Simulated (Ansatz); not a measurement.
Consider the ligand exchange at the In–C bond: `[SiH3]B[CH2][InH2]` + `C=N` → `C=[N][InH2]` + `CB[SiH3]`.

Gas-phase electronic energies from Ansatz, PBE0-D4/def2-TZVP geometries. CCSD(T)/CBS adds triple-zeta CCSD(T) − MP2 to the extrapolated MP2 energy (def2 sets, frozen cores). This one scheme is used for every species. Elements past krypton have def2 core potentials. For In outer-core shells are correlated without core-valence functions, which leaves a few kJ/mol of doubt a bond. One conformer a species, not always the lowest.

```json
{"species": "`[SiH3]B[CH2][InH2]`", "CCSD/def2-TZVPP energy (Eh)": "-546.09533"}
{"species": "`C=N`", "CCSD/def2-TZVPP energy (Eh)": "-94.45887"}
{"species": "`C=[N][InH2]`", "CCSD/def2-TZVPP energy (Eh)": "-284.50661"}
{"species": "`CB[SiH3]`", "CCSD/def2-TZVPP energy (Eh)": "-356.02976"}
```

Work out ΔE.

ΔE = (-284.50661) + (-356.02976) − (-546.09533) − (-94.45887) = 0.01783 Eh = +46.8 kJ/mol. CCSD(T)/CBS gives +58.4 kJ/mol.

Largest T1 diagnostic among the species: 0.015.

The D4 term adds +9.4 kJ/mol with B3LYP and +5.0 kJ/mol with PBE0; it sums over pairs of atoms, weighted by their polarisabilities, and B3LYP, whose exchange is more repulsive, gets the larger term. At CCSD(T), def2-SVP lies −11.7 kJ/mol from the extrapolated value and def2-TZVPP −3.8 kJ/mol.

B3LYP here is the variant with VWN-RPA as its local correlation; programs differ in this.
